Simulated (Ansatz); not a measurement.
`[OH][GaH][SeH]` + `ClBCl` → `ClB(Cl)[SeH]` + `[OH][GaH2]`  (formal exchange of groups at the Se–Ga bond)

Gas-phase electronic energies from Ansatz, PBE0-D4/def2-TZVP geometries. CCSD(T)/CBS is the MP2 limit (def2-TZVPP, def2-QZVPP) plus CCSD(T) − MP2 in def2-TZVPP, frozen cores. This one scheme is used for every species. DFT in def2-TZVPP. For Ga, Se outer-core shells are correlated without core-valence functions, which leaves a few kJ/mol of doubt a bond. Scalar relativity is left out up to krypton. One conformer a species, not always the lowest.

```
        level  ΔE (kcal/mol)
      BLYP-D4           10.6
    r2SCAN-D4           11.0
      r2SCAN0           12.0
CCSD/def2-SVP           11.6
```

Question: What does CCSD(T)/CBS give? (An estimate is asked.)

Answer: The calculation gave: +11.6 kcal/mol. The listed levels differ from it by -1.0, -0.6, 0.4, 0.0 kcal/mol.

Question: What do rigid-rotor, harmonic-oscillator terms from PBE0-D4/def2-TZVP frequencies (298.15 K, 1 bar) make of the CCSD(T)/CBS value? (Estimate.)

Answer: The calculation gave: ΔZPE = -1.0 kcal/mol, ΔH = +10.4 kcal/mol, ΔS = -4 J/(mol·K), ΔG = +10.7 kcal/mol.

Largest T1 diagnostic among the species: 0.015.

In def2-TZVPP, CCSD(T) changes the Hartree–Fock value by −4.6 kcal/mol (the triples alone add −0.7 kcal/mol) and MP2 by −5.5 kcal/mol. From r2SCAN to r2SCAN0 (25 % exact exchange), in def2-TZVPP and without D4, ΔE moves by +0.9 kcal/mol. The D4 term adds −1.1 kcal/mol with B3LYP and −0.5 kcal/mol with PBE0; it sums over pairs of atoms, weighted by their polarisabilities, and B3LYP, whose exchange is more repulsive, gets the larger term.

B3LYP here is the variant with VWN-RPA as its local correlation; programs differ in this.
